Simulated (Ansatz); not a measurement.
# Worked example: AlH3(SeH2) → AlH2(SeH) + H2

Species: AlH3(SeH2), singlet; AlH2(SeH), singlet; H2, singlet. 

Shapes, held fixed at every level: PBE0-D4/def2-TZVP. Programs: Ansatz 0.2.0. The zero-point and thermal change to 298 K, harmonic and unscaled (PBE0-D4/def2-TZVP), is -6.6 kJ/mol.

At CCSD(T)/def2-TZVPP; 1 Eh = 2625.50 kJ/mol:

| species | energy (Eh) |
| --- | --- |
| AlH3(SeH2) | -2645.096206 |
| AlH2(SeH) | -2643.944958 |
| H2 | -1.172332 |

Question: Work out ΔH(298 K) of the reaction at this level.

Answer: 
1. Products less reactants: (-2643.944958) + (-1.172332) − [(-2645.096206)] = -0.021084 Eh = -55.4 kJ/mol.
2. With the thermal change: -55.4 + (-6.6) = -62.0 kJ/mol.

Other levels give -70.2 (MP2/def2-TZVPP) to -37.9 kJ/mol (SPW92/def2-TZVPP). No measured value is set beside it here. Relativity is left out for Se unless named. Correlated rows may include outer-core shells of Se, which these sets cover unevenly.
